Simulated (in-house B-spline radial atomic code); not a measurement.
Computed with a B-spline radial atomic code. Model: two electrons, singlet ground state, non-relativistic, full CI in B-splines with partial waves to l = 8 (at full coupling up to 3e-4 hartree above the limit, correlation up to 0.6 % small), density held at that of full coupling by Lieb maximisation.

W(λ) is the mean repulsion in the state of coupling λ less the Hartree energy of the fixed density. Its start is exact exchange, its initial slope is twice the second-order Görling-Levy correlation energy, and its area from 0 to 1 is E_xc. A straight curve means weak, dynamic correlation, and a curve that drops fast and flattens means strong correlation.

Command:
```bash
python run_ac.py task.json out
```
Settings (lengths in bohr, energies in hartree):
```
potential              dot
strength               3.46
lmax                   8
second                 -1
```

Time taken, with all properties: 5.6 s on 1 thread of Intel(R) Xeon(R) Processor @ 2.30GHz, with other jobs on the host.

**W = mean repulsion less Hartree energy, and W of three functionals.**

Given: confinement charge in harmonic well; well frequency 3.46 hartree; nuclear charge -1; external potential omega^2 r^2/2 - Z/r.

Computed: LDA exchange minus exact 182.83 millihartree; PBE exchange minus exact 51.912 millihartree.

```tsv
coupling	W xc (hartree)	W xc minus exchange (millihartree)	kinetic minus Kohn-Sham (millihartree)	LDA (PW92) W minus its exchange (millihartree)	PBE W minus its exchange (millihartree)	SCAN W minus its exchange (millihartree)
0	-1.2981	0	0	0	0	0
0.02	-1.3002	-2.103	0.02	-12.64	-3.84	-1.91
0.05	-1.3033	-5.228	0.13	-26.12	-9.18	-4.73
0.12	-1.3104	-12.386	0.74	-50.53	-20.58	-11.1
0.25	?	?	?	?	?	?
0.4	-1.3373	-39.245	7.66	-116.84	-58.58	-34.75
0.6	-1.3549	-56.823	16.43	-151.51	-81.29	-50.17
0.8	-1.3712	-73.187	27.86	-180.71	-101.57	-64.59
1	-1.3865	-88.439	41.57	-206.13	-119.96	-78.12
1.4	?	?	?	?	?	?
2	-1.4491	-151.01	133.72	-300.43	-192.97	-135.27
3	-1.4949	-196.8	247.06	-364.92	-246.32	-179.6
4.5	-1.5438	-245.78	428.42	-433.76	-305.54	-230.28
7	-1.5962	-298.1	723.71	-510.3	-373.47	-288.71
10	-1.6348	-336.77	1048	-570.75	-428.33	-334.43
```

Q: What belongs in the row 0.25?

A: W xc (hartree): -1.3233; W xc minus exchange (millihartree): -25.199; kinetic minus Kohn-Sham (millihartree): 3.1; LDA (PW92) W minus its exchange (millihartree): -85.16; PBE W minus its exchange (millihartree): -39.39; SCAN W minus its exchange (millihartree): -22.42.

Q: What belongs in the row 1.4?

A: W xc (hartree): -1.414; W xc minus exchange (millihartree): -115.97; kinetic minus Kohn-Sham (millihartree): 74.48; LDA (PW92) W minus its exchange (millihartree): -249.09; PBE W minus its exchange (millihartree): -152.37; SCAN W minus its exchange (millihartree): -102.88.

Q: What is the SCAN exchange minus exact?

A: -1.7097 millihartree.

**Energy parts, natural occupations and partial-wave weights.**

Computed: total energy 15.5687 hartree; exchange energy -1.2981 hartree; correlation energy -0.046869 hartree; kinetic part of the DFT correlation energy 0.04157 hartree; kinetic part over minus potential part 0.47004; Hartree energy 2.5961 hartree; Kohn-Sham kinetic 4.1758 hartree.

| natural | occupation of the shell (electrons) |
| --- | --- |
| s | 1.9883 |
| p | 0.010799 |
| d | ? |
| s | 0.00034117 |
| p | 6.4573e-05 |
| f | 5.3755e-05 |

Q: What belongs in the row d?

A: occupation of the shell (electrons): 0.00042007.

```csv
wave,weight
s,0.99431
p,0.0054337
d,?
f,2.9228e-05
g,6.6028e-06
```

Q: What belongs in the row d?

A: weight: 0.00021792.

Q: What is the Lieb Oxford ratio E_xc over LDA exchange?

A: 1.206.

Q: What is the initial slope twice GL2?

A: -0.10554 hartree.

Half-way to full coupling W has made 54 % of its drop, against 50 % for a straight line, and second-order (GL2) theory, half the initial slope, overshoots the correlation energy by about 13 %: a moderate bend, as in light atoms. Over couplings 0 to 1 the errors in E_xc come to about +104 millihartree for LDA, +32 millihartree for PBE, +3.7 millihartree for SCAN, so SCAN is nearest. In LDA and PBE and SCAN the errors of exchange and correlation have opposite signs, so the sum is smaller than the larger of the two.
